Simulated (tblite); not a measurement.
Input of a run (GFN2-xTB geometry optimisation, gas phase (tblite 0.8.0)), started from a force field or distance geometry:
```
{"job": {"kind": "relax", "xc": "GFN2-xTB", "basis": "xTB"}, "charge": 0, "multiplicity": 2}
F      3.036500    -1.832300    -0.283900
C      1.745500    -1.660600     0.105800
C      1.490200    -1.060100     1.227300
C      1.136200    -0.296300     0.075400
Si    -0.645000    -0.238100    -0.425500
C     -1.558800     1.186500     0.305300
Cl    -0.803400     2.718100    -0.214900
H      1.797000     0.494200    -0.245400
H     -1.334100    -1.498400    -0.048700
H     -0.726600    -0.180000    -1.912400
H     -1.532800     1.160300     1.399200
H     -2.603500     1.206000    -0.008300
```

Output (eV, eV/Å):
```
step      E/eV     max force
  0    -594.90596    3.878
  1    -595.16375    3.198
  2    -595.33720    2.278
  3    -595.59193    5.036
  4    -595.78448    1.776
  5    -595.95985    1.160
  6    -596.04639    1.228
  7    -596.08673    0.553
  8    -596.11117    0.411
  9    -596.12785    0.495
 10    -596.13865    0.415
 11    -596.14466    0.356
 12    -596.14955    0.187
 13    -596.15354    0.205
 14    -596.15614    0.220
 15    -596.16251    0.268
 16    -596.16856    0.238
 17    -596.17503    0.237
 18    -596.18168    0.273
 19    -596.18813    0.320
 20    -596.19266    0.286
 21    -596.19603    0.205
 22    -596.19851    0.126
 23    -596.20033    0.143
 24    -596.20177    0.127
 25    -596.20305    0.114
 26    -596.20439    0.134
 27    -596.20573    0.115
 28    -596.20686    0.081
 29    -596.20766    0.094
 30    -596.20819    0.053
 31    -596.20861    0.109
 32    -596.20907    0.077
 33    -596.20969    0.068
 34    -596.21019    0.107
 35    -596.21064    0.102
 36    -596.21098    0.075
 37    -596.21131    0.060
 38    -596.21165    0.055
 39    -596.21208    0.117
 40    -596.21270    0.145
 41    -596.21355    0.144
 42    -596.21433    0.086
 43    -596.21479    0.048
 44    -596.21501    0.043
 45    -596.21517    0.049
 46    -596.21540    0.048
 47    -596.21566    0.044
 48    -596.21588    0.037
 49    -596.21606    0.043
 50    -596.21624    0.042
 51    -596.21642    0.043
 52    -596.21654    0.029
 53    -596.21658    0.010
 54    -596.21659    0.007
```

Summarise the run.

The energy falls by 1.311 eV over 54 L-BFGS steps, the largest force on an atom goes from 3.88 to 0.007 eV/Å, and the atoms move by 0.281 Å rms after alignment. The bond that changes most is C2–C4 (ends: carbon bonded to 2 C and F; carbon bonded to 2 C, Si and H), which lengthens by 0.098 Å. Bonds longer at the end by more than 0.005 Å: 5 of 12; shorter: 5. Among the angles that change most is F1–C2–C3, from 119.5° to 160.7°. Among the dihedrals that turn most is F1–C2–C4–H8, from -1° to -78°. The energy never rose by more than 1e-5 eV on the way. The first step brought 20 % of the lowering.

What are the final bond lengths?

F1–C2 1.307 Å, C2=C3 1.272 Å, C3–C4 1.520 Å, C4–Si5 1.883 Å, Si5–C6 1.914 Å, C6–Cl7 1.783 Å, C2–C4 1.592 Å, C4–H8 1.089 Å, Si5–H9 1.463 Å, Si5–H10 1.464 Å, C6–H11 1.087 Å, C6–H12 1.086 Å. Numbering counts from 1 in the input's order; the species is `FC1=[C][C@@H]1[SiH2]CCl` [radical].

Its GFN2-xTB frequencies are all real (lowest 20 cm⁻¹). 3 starts were optimised and ended at 0.00, 0.25 and 0.32 kcal/mol (GFN2-xTB); the lowest of these is shown.

One conformer stands for the species.

The numbers are calculated, not measured.
